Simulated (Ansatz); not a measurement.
Calculated with Ansatz (gas phase, PBE0-D4/def2-TZVP geometries, no zero-point term in ΔE). CCSD(T)/CBS is the MP2 limit (def2-TZVPP, def2-QZVPP) plus CCSD(T) − MP2 in def2-TZVPP, frozen cores. Functionals use def2-TZVPP. B3LYP here is the variant with VWN-RPA as its local correlation; programs differ in this. Each species was taken in one conformer, which may not be the lowest.

Reaction (cleavage of the Si–Si bond): `[SiH3]B[SiH2][SiH3]` + `C=C[SiH2]N` → `C=C[SiH2]N[SiH3]` + `[SiH3]B[SiH3]`

**Question.** Is it downhill or uphill in electronic energy at CCSD(T)/CBS, and by how much? (Best estimate.)

**Answer.** Ansatz gave: Downhill: ΔE = -43.5 kJ/mol.

**Question.** What do these levels give: PBE0-D4, B3LYP-D4, ωB97X-V, B2PLYP, HF/def2-TZVPP, CCSD/CBS(def2)? (An estimate is asked.)

**Answer.** The calculation gave: PBE0-D4 -26.3, B3LYP-D4 -40.0, ωB97X-V -42.4, B2PLYP -46.2, HF/def2-TZVPP -68.4, CCSD/CBS(def2) -47.3 kJ/mol.

Largest T1 diagnostic among the species: 0.015.

From PBE to PBE0 (25 % exact exchange), in def2-TZVPP and without D4, ΔE moves by −8.3 kJ/mol. In def2-TZVPP, CCSD(T) changes the Hartree–Fock value by +24.3 kJ/mol (the triples alone add +3.8 kJ/mol) and MP2 by +18.8 kJ/mol.
